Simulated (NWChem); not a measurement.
All runs are NWChem calculations. System: hydrogen iodide (HI), charge 0, spin multiplicity 1, at a geometry optimised with PBE/def2-SVP with def2 effective core potentials on I. Level: CR-CCSD(T)/def2-TZVP with def2 effective core potentials on I, 4 core orbitals frozen.

Output (cleaned and shortened):

```
             Northwest Computational Chemistry Package (NWChem) 7.3.0
             --------------------------------------------------------

                                NWChem Input Module
                                -------------------

 Scaling coordinates for geometry "geometry" by  1.889725989
 (inverse scale =  0.529177249)

 Turning off AUTOSYM since
 SYMMETRY directive was detected!

                             Geometry "geometry" -> ""
                             -------------------------

 Output coordinates in angstroms (scale by  1.889725989 to convert to a.u.)

  No.       Tag          Charge          X              Y              Z
 ---- ---------------- ---------- -------------- -------------- --------------
    1 I                   53.0000     0.00000000     0.00000000     0.03023700
    2 H                    1.0000     0.00000000     0.00000000    -1.60256200

 Effective nuclear repulsion energy (a.u.)      17.1768810472

            Nuclear Dipole moment (a.u.)
            ----------------------------
        X                 Y               Z
 ---------------- ---------------- ----------------
     0.0000000000     0.0000000000    -0.0000018897

      Symmetry information
      --------------------

 Group name             C2v
 Group number             16
 Group order               4
 No. of unique centers     2

      Symmetry unique atoms

     1    2


 Summary of "ao basis" -> "" (spherical)
 ------------------------------------------------------------------------------
       Tag                 Description            Shells   Functions and Types
 ---------------- ------------------------------  ------  ---------------------
 *                         def2-tzvp                  on all atoms

 Summary of "ao basis" -> "ao basis" (spherical)
 ------------------------------------------------------------------------------
       Tag                 Description            Shells   Functions and Types
 ---------------- ------------------------------  ------  ---------------------
 I                         def2-tzvp                16       50   6s5p3d2f
 H                         def2-tzvp                 4        6   3s1p

                                 NWChem SCF Module
                                 -----------------

  ao basis        = "ao basis"
  functions       =    56
  atoms           =     2
  closed shells   =    13
  open shells     =     0
  charge          =   0.00
  wavefunction    = RHF
  use symmetry    = T
  symmetry adapt  = T

 Summary of "ao basis" -> "ao basis" (spherical)
 ------------------------------------------------------------------------------
       Tag                 Description            Shells   Functions and Types
 ---------------- ------------------------------  ------  ---------------------
 I                         def2-tzvp                16       50   6s5p3d2f
 H                         def2-tzvp                 4        6   3s1p

      Symmetry analysis of basis
      --------------------------

        a1         25
        a2          5
        b1         13
        b2         13

 Forming initial guess at       0.0s

      Superposition of Atomic Density Guess
      -------------------------------------

 Sum of atomic energies:        -347.66164078

      Non-variational initial energy
      ------------------------------

 Total energy =    -297.165495
 1-e energy   =    -533.924435
 2-e energy   =     228.656637
 HOMO         =      -0.352492
 LUMO         =       0.025278

      Symmetry analysis of molecular orbitals - initial
      -------------------------------------------------

 !! scf_movecs_sym_adapt:   36 vectors were symmetry contaminated

  Symmetry fudging

 !! scf_movecs_sym_adapt:   34 vectors were symmetry contaminated

  Numbering of irreducible representations:

     1 a1          2 a2          3 b1          4 b2

  Orbital symmetries:

     1 a1          2 a1          3 b1          4 b2          5 a1
     6 b2          7 b1          8 a1          9 a2         10 a1
    11 a1         12 b1         13 b2         14 a1         15 a1
    16 b2         17 b1         18 a1         19 b1         20 b2
    21 a1         22 a2         23 a1
[...]
              MO Center=  1.5D-16,  9.4D-31,  1.0D-02, r^2= 2.0D+00
   Bfn.  Coefficient  Atom+Function         Bfn.  Coefficient  Atom+Function
  ----- ------------  ---------------      ----- ------------  ---------------
    16      0.568492  1 I  px                10     -0.454131  1 I  px
    13      0.355573  1 I  px                19      0.271618  1 I  px

 Vector   13  Occ=2.000000D+00  E=-3.865244D-01  Symmetry=b2
              MO Center= -2.4D-31,  1.2D-15,  1.0D-02, r^2= 2.0D+00
   Bfn.  Coefficient  Atom+Function         Bfn.  Coefficient  Atom+Function
  ----- ------------  ---------------      ----- ------------  ---------------
    17      0.568492  1 I  py                11     -0.454131  1 I  py
    14      0.355573  1 I  py                20      0.271618  1 I  py

 Vector   14  Occ=0.000000D+00  E= 8.313187D-02  Symmetry=a1
              MO Center=  6.1D-15, -8.0D-16, -3.4D-01, r^2= 4.6D+00
   Bfn.  Coefficient  Atom+Function         Bfn.  Coefficient  Atom+Function
  ----- ------------  ---------------      ----- ------------  ---------------
    53      1.450166  2 H  s                 21      1.000677  1 I  pz
     6     -0.844075  1 I  s                 18      0.284725  1 I  pz
    12     -0.225988  1 I  pz                15      0.184188  1 I  pz
     3      0.178915  1 I  s                  2     -0.155769  1 I  s

 Vector   15  Occ=0.000000D+00  E= 2.366998D-01  Symmetry=a1
              MO Center= -6.4D-14,  2.4D-14, -6.8D-01, r^2= 6.1D+00
   Bfn.  Coefficient  Atom+Function         Bfn.  Coefficient  Atom+Function
  ----- ------------  ---------------      ----- ------------  ---------------
    21     -1.162780  1 I  pz                18      1.085177  1 I  pz
    53      0.644453  2 H  s                 52     -0.358304  2 H  s
    34     -0.236414  1 I  d  0              12     -0.153959  1 I  pz

 Vector   16  Occ=0.000000D+00  E= 2.691987D-01  Symmetry=b1
              MO Center=  3.6D-14, -3.8D-28,  5.0D-03, r^2= 6.4D+00
   Bfn.  Coefficient  Atom+Function         Bfn.  Coefficient  Atom+Function
  ----- ------------  ---------------      ----- ------------  ---------------
    19      1.593799  1 I  px                16     -1.391280  1 I  px
    10      0.230903  1 I  px

 center of mass
 --------------
 x =   0.00000000 y =   0.00000000 z =   0.03282778

 moments of inertia (a.u.)
 ------------------
           9.519469988566           0.000000000000           0.000000000000
           0.000000000000           9.519469988566           0.000000000000
           0.000000000000           0.000000000000           0.000000000000

  Mulliken analysis of the total density
  --------------------------------------

    Atom       Charge   Shell Charges
 -----------   ------   -------------------------------------------------------
    1 I   25    25.14   0.19 -0.77  1.58  1.01  1.08  0.85 -0.49  6.45  1.34  2.80  1.04  9.23  0.77  0.05  0.01  0.00
    2 H    1     0.86   0.20  0.51  0.13  0.02

       Multipole analysis of the density wrt the origin
       ------------------------------------------------

     L   x y z        total         open         nuclear
     -   - - -        -----         ----         -------
     0   0 0 0     -0.000000      0.000000     26.000000

     1   1 0 0     -0.000000      0.000000      0.000000
     1   0 1 0      0.000000      0.000000      0.000000
     1   0 0 1     -0.220374      0.000000     -1.599912

     2   2 0 0    -21.611414      0.000000      0.000000
     2   1 1 0      0.000000      0.000000      0.000000
     2   1 0 1      0.000000      0.000000      0.000000
     2   0 2 0    -21.611414      0.000000      0.000000
     2   0 1 1     -0.000000      0.000000      0.000000
     2   0 0 2    -17.840169      0.000000      9.252849

                   NWChem Extensible Many-Electron Theory Module
                   ---------------------------------------------


            General Information
            -------------------
      Number of processors :     1
         Wavefunction type : Restricted Hartree-Fock
          No. of electrons :    26
           Alpha electrons :    13
            Beta electrons :    13
           No. of orbitals :   112
            Alpha orbitals :    56
             Beta orbitals :    56
        Alpha frozen cores :     4
         Beta frozen cores :     4
     Alpha frozen virtuals :     0
      Beta frozen virtuals :     0
         Spin multiplicity : singlet
    Number of AO functions :    56
       Number of AO shells :    20
        Use of symmetry is : on
      Symmetry adaption is : on
         Schwarz screening : 0.10D-09

          Correlation Information
          -----------------------
          Calculation type : Coupled-cluster singles & doubles w/ perturbation
   Perturbative correction : Completely renormalized (T)
            Max iterations :      100
        Residual threshold : 0.10D-05
     T(0) DIIS level shift : 0.00D+00
     L(0) DIIS level shift : 0.00D+00
     T(1) DIIS level shift : 0.00D+00
     L(1) DIIS level shift : 0.00D+00
     T(R) DIIS level shift : 0.00D+00
     T(I) DIIS level shift : 0.00D+00
   CC-T/L Amplitude update :  5-th order DIIS
                I/O scheme : Global Array Library
        L-threshold :  0.10D-05
        EOM-threshold :  0.10D-05
 no EOMCCSD initial starts read in
 TCE RESTART OPTIONS
 SLICE:      F
 D4D5:       F
 quantumc:   F
 qrotation:  F
 pwtce:      F
 qducc:      F
 nacto:                         0
 nrotv:                         0
 nrot:                          0

            Memory Information
            ------------------
          Available GA space size is     249033664 doubles
          Available MA space size is     104840300 doubles

 Maximum block size supplied by input
 Maximum block size        24 doubles

 tile_dim =     19

 -------------------------------------------------

 Global array virtual files algorithm will be used

 Parallel file system coherency ......... OK

 4-electron integrals stored in orbital form

 v2    file size   =           535396
 4-index algorithm nr.  13 is used
 imaxsize =       30
 imaxsize ichop =        0


CCSD iterations
 ---------------------------------------------------------
 Iter          Residuum       Correlation     Cpu    Wall
 ---------------------------------------------------------
    1   0.2039725051322  -0.5027239939365     0.2     0.2
    2   0.0358210304267  -0.4712200623227     0.2     0.2
    3   0.0093237168561  -0.4811753166312     0.2     0.2
    4   0.0033118354379  -0.4809238172082     0.2     0.2
    5   0.0013185602450  -0.4813712182434     0.2     0.2
    6   0.0003174834293  -0.4814758697886     0.2     0.2
    7   0.0001294813058  -0.4814938343426     0.2     0.2
    8   0.0000551850350  -0.4814948886607     0.2     0.2
    9   0.0000288450003  -0.4814954274662     0.2     0.2
   10   0.0000144255969  -0.4814959701675     0.2     0.2
   11   0.0000018411006  -0.4814965867746     0.2     0.2
   12   0.0000006005351  -0.4814965178156     0.2     0.2
 -----------------------------------------------------------------
 Iterations converged
 CCSD correlation energy / hartree =        -0.481496517815575
 CCSD total energy / hartree       =      -297.723071866169334

 Singles contributions

 Doubles contributions
 CR-CCSD(T)

 CR-CCSD[T]  correction energy / hartree =        -0.007571714560461
 CR-CCSD[T] correlation energy / hartree =        -0.489068232376037
 CR-CCSD[T] total energy / hartree       =      -297.730643580729804
 CR-CCSD(T)  correction energy / hartree =        -0.007350838873803
 CR-CCSD(T) correlation energy / hartree =        -0.488847356689379
 CR-CCSD(T) total energy / hartree       =      -297.730422705043111

 Task  times  cpu:        5.8s     wall:        5.8s

 Total times  cpu:        5.8s     wall:        5.8s
```

### Question
Write an NWChem input that would produce this output.

### Answer
This is not unique; one that fits is 
```
start mol
memory heap 100 mb stack 700 mb global 1900 mb
geometry units angstroms nocenter noautoz
  I      0.000000     0.000000     0.030237
  H      0.000000     0.000000    -1.602562
  symmetry group C2v
end
basis spherical
  * library def2-tzvp
end
ecp
  I library def2-ecp
end
scf
  rhf
  nopen 0
  maxiter 100
  thresh 1e-7
  semidirect memsize 60000000 filesize 0
end
tce
  freeze core 4
  cr-ccsd(t)
  2eorb
  2emet 13
  thresh 1e-6
  maxiter 100
  tilesize 24
end
task tce energy
```
